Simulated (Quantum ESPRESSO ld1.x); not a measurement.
Question: All-electron atom: Bi III in [Hg] 6p1 (the NIST ground configuration). All-electron calculation, Dirac Kohn-Sham, BP86, spin-unpolarised, spherical densities, point nucleus; open shells are shared between the two j in proportion to 2j + 1. Program: ld1.x of Quantum ESPRESSO 7.5. Some entries of the table are withheld. Estimate them.

orbital,occ.,eigenvalue (hartree),<r^2> (bohr^2)
1s1/2,2,-3327.67,(1)
2s1/2,2,-597.860,0.005184
2p1/2,2,-574.376,0.003642
2p3/2,4,-489.080,0.004822
3s1/2,2,-144.792,0.03358
3p1/2,2,-134.193,0.03049
3p3/2,4,-115.096,0.03680
3d3/2,4,-97.7596,0.02802
3d5/2,6,-93.7128,0.02972
4s1/2,2,-33.7324,0.1604
4p1/2,2,-29.1262,0.1625
4p3/2,4,-24.4199,0.1933
4d3/2,4,-16.9381,0.2000
4d5/2,6,-16.0601,0.2105
5s1/2,2,-6.43212,0.7743
4f5/2,6,-6.35407,0.2291
4f7/2,8,-6.15228,0.2355
5p1/2,2,-4.83586,0.8827
5p3/2,4,-3.92836,1.071
5d3/2,4,-1.70426,1.671
5d5/2,6,-1.59307,1.790
6s1/2,2,-1.13408,(2)
6p1/2,0.333333,-0.78583,6.615
6p3/2,0.666667,-0.68519,8.058

Answer: 
(1) 1s1/2 <r^2> (bohr^2): 0.0003459
(2) 6s1/2 <r^2> (bohr^2): 4.795
